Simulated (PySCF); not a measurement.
C₆ coefficients of unlike pairs at PBE0

Calculated with PySCF 2.14 from the dipole response of each species, C₆(A,B) = (3/π) ∫ α_A(iu) α_B(iu) du, in atomic units, from isotropic polarisabilities. For ions this is the dispersion term alone; charge-induced terms of lower order in 1/R come first.

```json
{"species": "Ca", "configuration": "[Ar] 4s2 (1S)", "basis": "def2-QZVPPD (11s6p4d3f)", "relativity": "none", "α (bohr³)": "164.5", "C₆ (like pair)": "2315"}
{"species": "Mg⁺", "configuration": "[Ne] 3s1 (2S)", "basis": "dyall-av3z (20s13p6d4f)", "relativity": "none", "α (bohr³)": "35.23", "C₆ (like pair)": "155.3"}
{"species": "F²⁺", "configuration": "[He] 2s2 2p3 (4S)", "basis": "dyall-acv3z (15s9p4d2f)", "relativity": "spin-free X2C", "α (bohr³)": "1.241", "C₆ (like pair)": "1.566"}
{"species": "Mo²⁺", "configuration": "[Kr] 4d4 (5D)", "basis": "aug-cc-pwCVDZ-PP with ECP28MDF (6s6p5d3f)", "relativity": "core potential", "α (bohr³)": "10.03", "C₆ (like pair)": "53.38"}
```

(1) Estimate C₆ for F²⁺ with Mg⁺.

No spin-orbit coupling is included.

The other pairs:

```tsv
pair	C₆
Mo²⁺, F²⁺	8.817
Mo²⁺, Ca	249.6
F²⁺, Ca	34.28
Mo²⁺, Mg⁺	71.99
Mg⁺, Ca	590.0
```

Answers

(1) The integral gives 10.15. The combination rule 2 C_A C_B / (C_A α_B/α_A + C_B α_A/α_B) gives 9.744 and the geometric mean 15.59.
